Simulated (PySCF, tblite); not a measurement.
Calculations on `C=C[CH2][Ge@H]1[CH]=CC=[C]1F`, in the order of a workflow; each names the level of the geometry that it ran on. Settings lines and outputs come from a driver script.

Species: C7H9FGe.
Atom-mapped SMILES: `[CH2:1]=[CH:2][CH2:3][Ge@H:4]1[CH:5]=[CH:6][CH:7]=[C:8]1[F:9]` (hydrogens: H10, H11 on C1; H12 on C2; H13, H14 on C3; H15 on Ge4; H16 on C5; H17 on C6; H18 on C7)

Step 1: GFN2-xTB geometry optimisation, gas phase (tblite 0.8.0) (from a force-field or distance-geometry start)
```json
{"job": {"kind": "relax", "xc": "GFN2-xTB", "basis": "xTB"}, "charge": 0, "multiplicity": 1}
```
```
step      E/eV     max force
  0    -710.59938    1.622
  1    -710.69307    0.693
  2    -710.72586    0.379
...
117    -710.83206    0.015
118    -710.83212    0.021
119    -710.83218    0.021
120    -710.83221    0.017
121    -710.83223    0.009
```

Energy lowered by 5.4 kcal/mol over 121 steps; largest atomic force 0.009 eV/Å at the end. «max force» is the largest atomic force in eV/Å.

The run took 3.1 s wall on an Intel Xeon at 2.50 GHz with one thread, no GPU, on a shared host.

Step 2: GFN2-xTB harmonic vibrations, gas phase (tblite 0.8.0) (on the GFN2-xTB geometry)
```json
{"job": {"kind": "ir", "xc": "GFN2-xTB", "basis": "xTB"}, "charge": 0, "multiplicity": 1}
```
```
(table of modes left out)
```

48 modes from 33 to 3129 cm⁻¹ (unscaled, harmonic); zero-point energy 81.9 kcal/mol; all wavenumbers are real at this level.

Time: 2.5 s. Hardware: one thread, Intel Xeon at 2.50 GHz (x86_64), no GPU, shared host with 64 logical CPUs at a one-minute load of 58.

Step 3: PBE0-D3(BJ)/def2-SVP geometry optimisation, gas phase (PySCF 2.14.0) (from the GFN2-xTB geometry)
```json
{"job": {"xc": "PBE0", "basis": "def2-SVP", "d3": "d3bj", "grid": 1, "shake": 0.01, "kind": "geom"}, "charge": 0, "multiplicity": 1}
```
```
step   0  E = -2447.72217442  max force = 0.032744
step   1  E = -2447.72899877  max force = 0.005932
step   2  E = -2447.72958972  max force = 0.002715
step   3  E = -2447.72970049  max force = 0.004109
step   4  E = -2447.72983204  max force = 0.001947
step   5  E = -2447.72988142  max force = 0.001026
step   6  E = -2447.72992103  max force = 0.000463
step   7  E = -2447.72994504  max force = 0.001218
step   8  E = -2447.72995382  max force = 0.000999
step   9  E = -2447.72997468  max force = 0.000401
step  10  E = -2447.72998776  max force = 0.000363
optimisation converged
```

Final energy -2447.72999 Eh after 10 steps; dipole 1.34 D. Energies in Eh; «max force» is the largest Cartesian gradient component in Eh/bohr.

Time: 11 min wall, 8.9 min CPU; peak memory 0.89 GiB. Hardware: Intel Xeon at 2.50 GHz, one thread, on a shared host.

Step 4: TDDFT CAM-B3LYP/def2-SVPD, vertical, gas phase, core orbitals frozen in the response (PySCF 2.14.0, density-fitted response routines) (on the PBE0-D3(BJ)/def2-SVP geometry)
```json
{"job": {"kind": "uv", "xc": "CAM-B3LYP", "basis": "def2-SVPD", "ip": true}, "charge": 0, "multiplicity": 1}
```
```
...
Static polarisability (au): isotropic 108.402, principal 97.107 112.540 115.558
Singlet excitations
state   eV       nm        f      main configurations
  1   4.3833    282.9   0.04819   H->L 0.97
  2   5.4958    225.6   0.02822   H-1->L 0.92
  3   5.6147    220.8   0.00175   H-2->L 0.92
  4   6.1918    200.2   0.00326   H->L+1 0.69, H->L+3 0.22
  5   6.4522    192.2   0.00517   H->L+3 0.58, H->L+1 0.17, H->L+4 0.12
  6   6.5859    188.3   0.01021   H-4->L 0.55, H-3->L 0.29
  7   6.6332    186.9   0.03306   H->L+2 0.74
  8   6.7611    183.4   0.26461   H-1->L+1 0.55, H->L+4 0.16, H->L+2 0.10
  9   6.8097    182.1   0.11103   H->L+4 0.48, H-1->L+1 0.24
 10   6.9728    177.8   0.03107   H-3->L 0.34, H-4->L 0.14, H-1->L+2 0.12
Triplet excitations (Tamm-Dancoff, eV): 2.6475 4.1876 4.7577 5.1936
Vertical ionisation energy (delta-SCF) = 8.4427 eV
Vertical electron affinity (delta-SCF) = -0.2840 eV
```

HOMO -7.80 eV, LUMO -0.30 eV; lowest singlet 4.38 eV; lowest triplet 2.65 eV (Tamm–Dancoff); mean polarisability 108.4 au.

Time: 22 min wall, 19 min CPU; peak memory 1.5 GiB. Hardware: one thread, Intel Xeon at 2.50 GHz (x86_64), no GPU, on a shared host.

Geometry of the electronic-property runs (PBE0-D3(BJ)/def2-SVP):
```
atom  x, y, z in Å
C1    -2.0438    0.2618   -1.4753
C2    -1.8805   -0.2299   -0.2446
C3    -1.5513    0.5735    0.9666
Ge4    0.3675    0.4331    1.3833
C5     1.1248   -1.3364    1.1368
C6     1.9559   -1.2823    0.0739
C7     2.1428   -0.0020   -0.6343
C8     1.4513    1.0381   -0.1388
F9     1.4861    2.2614   -0.6568
H10   -1.9739    1.3351   -1.6809
H11   -2.2483   -0.3945   -2.3245
H12   -1.9436   -1.3152   -0.0986
H13   -1.7736    1.6425    0.8210
H14   -2.1117    0.2309    1.8512
H15    0.7153    1.1411    2.7058
H16    0.9485   -2.2556    1.6978
H17    2.5019   -2.1615   -0.2870
H18    2.7992    0.0797   -1.5051
```

 (This holds for the electronic-property runs.)

One conformer stands for the species.
